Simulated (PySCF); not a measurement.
## Trend along the chalcogens: MNb molecules

PBE0 with triple-zeta basis sets in PySCF, for the lowest determinant that a PBE0 search found; no spin–orbit coupling. De refers to high-spin ground-configuration atoms. A positive dipole means M(−)Nb(+).

```csv
M,basis,state (unpaired electrons),Re (Å),ωe (cm⁻¹),De (eV),μ (D)
O,def2-TZVPP,"quartet (σ ↑, δ ↑↑)",1.670,1040,7.45,3.56
Se,def2-TZVPP,"quartet (σ ↑, δ ↑↑)",2.261,380,4.66,4.83
```

**Question.** The row for M = S is missing. Estimate Re, ωe and De as the mean of the rows for O and Se, and compare with the calculation.

**Answer.** The means are 1.966 Å, 710 cm⁻¹ and 6.05 eV. PBE0 in def2-TZVPP gives NbS as a quartet (σ ↑, δ ↑↑) with Re = 2.121 Å, ωe = 559 cm⁻¹, De = 5.33 eV, so the estimate is off by -15.6 pm, +27 % and +0.72 eV.

The metal atom is held in its measured ground configuration; semilocal functionals can put another filling of s and d lower by some tenths of an eV, and De to that atom would be smaller. These are scalar-relativistic numbers at best; spin–orbit coupling would shift them, the dissociation energy most. With d or f electrons several states lie close, and the lowest PBE0 determinant need not be the measured ground state.
